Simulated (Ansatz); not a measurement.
Species: SiHF, charge 1, doublet. SiHF+ (parent SMILES [SiH]F, doublet).
B3LYP-D3(BJ)/def2-TZVP minimum from Ansatz (an electronic-structure program):
```
Si
F 1 1.5461
H 1 1.5197 2 113.46
```
Charge +1, spin multiplicity 2.

Total energies in cc-pV(T+d)Z, 11 correlated electrons, 6 frozen orbitals. UHF or UKS for unpaired electrons; spin-orbit terms are left out. Cores are frozen in correlated methods. No relativity. The spin of HFSi+ (parent SMILES F[SiH], doublet) was assumed, and the state is the lowest solution found for it.

| method | program | energy (Eh) | minus CCSDT(Q) (mEh) |
|---|---|---|---|
| HF | Ansatz | -388.70066 | 345.88 |
| MP2 | Ansatz | -389.02425 | 22.29 |
| CCSD | Ansatz | -389.03519 | 11.35 |
| CCSD(T) | Ansatz | -389.04565 | 0.89 |
| CCSDT(Q) | Ansatz | -389.04654 | 0.00 |

Rough core times of Ansatz's runs on a shared machine: CCSD(T) under 20 s, CCSDT(Q) 3 min.
